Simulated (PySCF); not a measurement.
Magnetisability: `[H][Ge]([H])([CH3])[NH]C(C)(C)C`, C5H15GeN

Geometry (Å), atoms numbered from 1 in this order:
```xyz
22

Ge    0.293    1.810    0.541
H    -0.208    1.807    1.961
H     1.813    1.850    0.629
C    -0.392    3.345   -0.476
H    -0.159    4.279    0.026
H    -1.472    3.275   -0.579
H     0.042    3.383   -1.472
N    -0.382    0.340   -0.276
C    -0.036   -1.052   -0.028
C     0.085   -1.265    1.477
C    -1.165   -1.928   -0.583
C     1.286   -1.426   -0.709
H    -0.550    0.478   -1.265
H     0.261   -2.314    1.702
H     0.913   -0.676    1.869
H    -0.831   -0.944    1.967
H    -2.110   -1.644   -0.127
H    -0.974   -2.977   -0.371
H    -1.251   -1.803   -1.660
H     2.083   -0.783   -0.338
H     1.209   -1.294   -1.787
H     1.547   -2.461   -0.503
```

Computed with PySCF, GIAO B3LYP/def2-SVP magnetisability, rotational g tensor and spin-rotation constants, non-relativistic, gas phase. Geometry: GFN2-xTB.

The calculation is non-relativistic, which matters for the atoms heavier than Zn.

(1) What are the magnetisability and the molar susceptibility?

(2) Split it along the inertial axes a, b, c into diamagnetic and paramagnetic parts about the centre of mass, with the quadrupole moment.

(3) And the rotational g tensor?

Answers

(1) Isotropic -1664 × 10⁻³⁰ J/T², or -100.2 × 10⁻⁶ cm³/mol; principal values -1703, -1656, -1632 × 10⁻³⁰ J/T², anisotropy 63 × 10⁻³⁰ J/T² (root of half the summed squared differences of the principal values). The susceptibility is in cgs units.

(2) 
```
axis  χ (10⁻⁶ cm³/mol)  diamagnetic (10⁻⁶ cm³/mol)  paramagnetic (10⁻⁶ cm³/mol)  summed x² of all electrons (Å²)  quadrupole Θ (D Å)
   a            -102.0                      -514.9                        412.9                            289.2               +2.58
   b             -99.0                     -1453.0                       1354.1                             68.1               +0.51
   c             -99.7                     -1515.7                       1416.1                             53.3               -3.09
```
Anisotropies 2χaa − χbb − χcc = -5.3 and 2χbb − χaa − χcc = +3.7 × 10⁻⁶ cm³/mol. Θ is traceless in Buckingham's convention.

(3) 
| axis | rotational constant (GHz) | g | nuclear part | electronic part |
| --- | --- | --- | --- | --- |
| a | 3.4737 | -0.0059 | 0.6679 | -0.6738 |
| b | 0.9277 | -0.0024 | 0.5878 | -0.5901 |
| c | 0.8852 | -0.0011 | 0.5878 | -0.5889 |

Asymmetric top; isotopes 12C, 74Ge, 1H, 14N; no vibrational averaging.
